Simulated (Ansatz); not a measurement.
Z-matrix (Å, degrees):
```
C
H 1 1.0911
H 1 1.0911 2 109.80
Si 1 1.8548 2 118.92 3 -141.81
O 4 1.5220 1 141.51 2 69.19
Si 1 1.9582 2 116.29 3 134.67
H 6 1.4784 1 116.04 2 -133.06
H 6 1.4784 7 111.86 1 -136.24
```
Charge 0, spin multiplicity 1.

Method: frozen-core CCSD(T)/cc-pVTZ // B3LYP-D3(BJ)/def2-TZVP in Ansatz (an electronic-structure program).

```yaml
HF energy: -692.93380 Ha
MP2 correlation energy: -0.64093 Ha
```

Estimate the CCSD correlation energy, the (T) correction, the total energy and the T1 diagnostic.


- CCSD correlation energy = -0.66799 Ha
- (T) correction = -0.03252 Ha
- CCSD(T) total energy = -693.63431 Ha
- T1 diagnostic = 0.020
